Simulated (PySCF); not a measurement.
PySCF job for C4H4ClF, SMILES F[C@H]1C=C(Cl)C1, PBE/pcSseg-1. Coordinates come from a TPSSh-D3(BJ)/def2-SVP optimisation. The structure was generated by enumeration; whether it is a known compound was not checked.

```python
import numpy as np
from pyscf import gto, scf, dft
from pyscf.prop.nmr import rks as nmr

mol = gto.M(
    atom='''
    F    -2.32281194   -0.24883350    1.15551998
    C    -1.56232931   -0.09960377    0.01167957
    C    -0.52426085    0.99726160    0.04177360
    C     0.46319768    0.10898244   -0.17028868
    Cl    2.14988433    0.26348419   -0.46339350
    C    -0.39880315   -1.12953936   -0.13762339
    H    -2.25329985   -0.07112644   -0.84813291
    H    -0.57885830    2.08127697    0.13579589
    H    -0.27830781   -1.75450141    0.75947715
    H    -0.39908639   -1.75798422   -1.04237695
    ''',
    basis='pcSseg-1',
    charge=0,
    spin=0,
    max_memory=1600,
    verbose=3,
)
mf = dft.RKS(mol, xc='pbe')
mf.grids.level = 3
mf.conv_tol = 1e-10
mf.max_cycle = 100
mf.kernel()
n = nmr.NMR(mf)
n.verbose = 2
n.max_cycle_cphf = 60
sigma = n.kernel()
print('atom   isotropic/ppm   span/ppm')
for i, s in enumerate(sigma):
    w = np.linalg.eigvalsh((s + s.T) / 2)
    print(f'{mol.atom_symbol(i):2s}{i + 1:3d} {w.mean():14.3f} {w[2] - w[0]:11.3f}')
```

Program output:

```
converged SCF energy = -714.296376726407
atom   isotropic/ppm   span/ppm
F   1        347.678      50.501
C   2         91.386      96.090
C   3         40.513     168.988
C   4         28.612     184.565
Cl  5        651.548     506.497
C   6        128.358      31.871
H   7         25.798       7.632
H   8         25.079       4.257
H   9         28.273       5.699
H  10         28.223       6.537
```

The calculation finished and met its thresholds.
